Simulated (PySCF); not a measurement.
## Basis-set dependence of the excitation energy of Si²⁺

Si²⁺ [Ne] 3s2 (1S) → Si²⁺ [Ne] 3s1 4s1, s spin flipped. Calculated with PySCF 2.14 from differences of total energies of unrestricted determinants, without spin-orbit coupling. Values in eV.

| basis | Hamiltonian | functions | UHF | LDA | PBE0 | MP2 (valence) |
| --- | --- | --- | --- | --- | --- | --- |
| aug-cc-pwCVDZ | non-relativistic | 36 | 0.000 | 0.000 | 0.000 | 0.000 |
| def2-TZVPPD | non-relativistic | 48 | 0.000 | 0.000 | 0.000 | 0.000 |
| dyall-av2z | non-relativistic | 50 | 0.000 | 0.000 | 0.000 | 0.000 |
| aug-cc-pV(Q+d)Z with one added diffuse shell each of s, p, d, f, g type | non-relativistic | 114 | 0.000 | 0.000 | 0.000 | 0.000 |

Frozen in the all-electron rows: valence: [Ne].

In the upper determinant the s electron has its spin opposite to the other open shell, which mixes two multiplicities.
